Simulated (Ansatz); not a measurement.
The inner images of a band of CH8O2Si2 (13 atoms, charge 0, multiplicity 1) are given out of order.

Computed with RKS CAM-B3LYP-D4/6-31G in Ansatz.

First end point:

```xyz
13
Properties=species:S:1:pos:R:3
O 1.126 -0.253 2.535
C 0.114 -0.139 1.498
Si 1.061 -0.296 -0.158
Si -0.525 -0.007 -1.861
O -1.656 1.076 -1.108
H 0.738 -0.127 3.421
H -0.643 -0.930 1.581
H -0.406 0.826 1.526
H 1.705 -1.644 -0.264
H 2.123 0.755 -0.234
H -1.203 -1.296 -2.245
H 0.035 0.586 -3.127
H -2.449 1.415 -1.550
```

Last end point:

```xyz
13
Properties=species:S:1:pos:R:3
O -0.535 0.732 1.484
C 0.352 -0.435 1.454
Si 1.152 -0.464 -0.306
Si -0.590 0.093 -1.800
O -1.528 1.292 -0.992
H -0.897 0.892 2.374
H 1.123 -0.346 2.227
H -0.219 -1.352 1.635
H 1.741 -1.829 -0.520
H 2.269 0.535 -0.325
H -1.393 -1.143 -2.105
H -0.071 0.648 -3.090
H -1.384 1.342 -0.020
```

Put them in order from the first end to the last, with their energies above the first end.
A.
```xyz
13
Properties=species:S:1:pos:R:3
O 0.022 0.808 1.916
C 0.307 -0.560 1.504
Si 1.059 -0.374 -0.255
Si -0.644 0.034 -1.827
O -1.687 1.321 -1.327
H -0.252 0.843 2.852
H 1.021 -1.050 2.177
H -0.609 -1.163 1.485
H 1.776 -1.641 -0.633
H 2.057 0.740 -0.196
H -1.477 -1.206 -1.967
H -0.055 0.357 -3.168
H -1.495 1.857 -0.544
```
B.
```xyz
13
Properties=species:S:1:pos:R:3
O 0.747 0.570 2.320
C 0.202 -0.515 1.520
Si 0.996 -0.323 -0.227
Si -0.684 -0.027 -1.850
O -1.785 1.218 -1.354
H 0.391 0.543 3.229
H 0.457 -1.495 1.943
H -0.891 -0.447 1.456
H 1.801 -1.543 -0.574
H 1.913 0.858 -0.195
H -1.543 -1.244 -1.965
H -0.083 0.267 -3.199
H -1.501 2.104 -1.088
```
C.
```xyz
13
Properties=species:S:1:pos:R:3
O 1.047 0.157 2.488
C 0.121 -0.395 1.513
Si 1.030 -0.307 -0.174
Si -0.610 -0.063 -1.829
O -1.578 1.200 -1.129
H 0.636 0.205 3.372
H -0.140 -1.434 1.752
H -0.804 0.191 1.453
H 1.885 -1.519 -0.398
H 1.893 0.913 -0.199
H -1.458 -1.283 -2.056
H -0.055 0.350 -3.168
H -1.947 1.951 -1.610
```
D.
```xyz
13
Properties=species:S:1:pos:R:3
O 0.955 0.328 2.436
C 0.133 -0.430 1.506
Si 0.996 -0.267 -0.206
Si -0.661 -0.080 -1.869
O -1.796 1.145 -1.381
H 0.585 0.292 3.338
H 0.069 -1.487 1.795
H -0.887 -0.029 1.454
H 1.884 -1.448 -0.469
H 1.831 0.974 -0.193
H -1.493 -1.315 -1.979
H -0.064 0.223 -3.217
H -1.533 2.060 -1.200
```
E.
```xyz
13
Properties=species:S:1:pos:R:3
O -0.288 0.798 1.643
C 0.307 -0.526 1.451
Si 1.129 -0.413 -0.286
Si -0.611 0.053 -1.799
O -1.556 1.340 -1.137
H -0.548 0.937 2.573
H 1.050 -0.749 2.224
H -0.466 -1.302 1.484
H 1.832 -1.703 -0.597
H 2.140 0.689 -0.223
H -1.440 -1.190 -1.970
H -0.104 0.464 -3.146
H -1.424 1.570 -0.200
```
F.
```xyz
13
Properties=species:S:1:pos:R:3
O 0.385 0.744 2.154
C 0.274 -0.565 1.529
Si 1.017 -0.341 -0.234
Si -0.671 0.011 -1.837
O -1.781 1.251 -1.363
H 0.061 0.718 3.075
H 0.833 -1.329 2.082
H -0.774 -0.887 1.473
H 1.765 -1.586 -0.628
H 1.988 0.795 -0.181
H -1.508 -1.222 -1.965
H -0.057 0.311 -3.176
H -1.512 2.064 -0.913
```
G.
```xyz
13
Properties=species:S:1:pos:R:3
O 1.132 -0.102 2.535
C 0.109 -0.281 1.517
Si 1.042 -0.272 -0.155
Si -0.562 -0.024 -1.844
O -1.551 1.244 -1.184
H 0.733 -0.026 3.422
H -0.429 -1.229 1.650
H -0.625 0.534 1.521
H 1.814 -1.544 -0.339
H 1.988 0.885 -0.191
H -1.379 -1.269 -2.072
H 0.016 0.371 -3.176
H -2.269 1.678 -1.669
```

G (+0.011 eV), C (+0.072 eV), D (+0.087 eV), B (+0.112 eV), F (+0.080 eV), A (-0.011 eV), E (-0.167 eV).

Time of the run: 16 min on 1 thread of Arm Neoverse N1 (shared host), peak memory 0.25 GiB.
